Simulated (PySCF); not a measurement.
C2H4F2, SMILES FCCF. Atoms are numbered in the order given.

```xyz
8

F     -1.4521    -0.1686    -0.5464
C     -0.6900     0.3070     0.5047
C      0.6900    -0.3070     0.5047
F      1.4521     0.1686    -0.5464
H     -1.1963     0.0606     1.4671
H     -0.6078     1.4145     0.4219
H      1.1963    -0.0606     1.4671
H      0.6078    -1.4145     0.4219
```

The structure is a stationary point at PBE-D3(BJ)/def2-SVP. One conformer was computed; it need not be the lowest.

The numbers are results of TDDFT-PBE/def2-SVPD (PySCF), not measurements.

Vertical excitations. Gas-phase values at a fixed geometry. State labels are in the subgroup C2.

| state | symmetry | energy (eV) | λ (nm) | f | main pairs |
|---|---|---|---|---|---|
| S1 | A | 7.97 | 155 | 0.020 | HOMO→LUMO 99 % |
| S2 | A | 8.31 | 149 | 0.022 | HOMO−1→LUMO 100 % |
| S3 | B | 8.33 | 149 | 0.016 | HOMO−2→LUMO 100 % |
| S4 | A | 8.75 | 142 | 0.007 | HOMO→LUMO+1 99 % |
| S5 | B | 8.77 | 141 | 0.027 | HOMO→LUMO+2 98 % |
| S6 | A | 9.13 | 136 | 0.001 | HOMO−1→LUMO+1 96 % |
| S7 | B | 9.16 | 135 | 0.005 | HOMO−2→LUMO+1 58 %, HOMO−1→LUMO+2 40 % |
| S8 | A | 9.16 | 135 | 0.000 | HOMO−2→LUMO+2 97 % |
| S9 | B | 9.20 | 135 | 0.049 | HOMO−1→LUMO+2 53 %, HOMO−2→LUMO+1 33 %, HOMO→LUMO+3 10 % |
| S10 | B | 9.28 | 134 | 0.060 | HOMO→LUMO+3 87 % |
| T1 | A | 7.73 | 160 | 0 | HOMO→LUMO 99 % |
| T2 | A | 8.13 | 153 | 0 | HOMO−1→LUMO 98 % |
| T3 | B | 8.16 | 152 | 0 | HOMO−2→LUMO 98 % |
| T4 | A | 8.37 | 148 | 0 | HOMO→LUMO+1 99 % |
Triplets are in the Tamm–Dancoff approximation, which puts them higher than full response would, so one can lie above its singlet here.
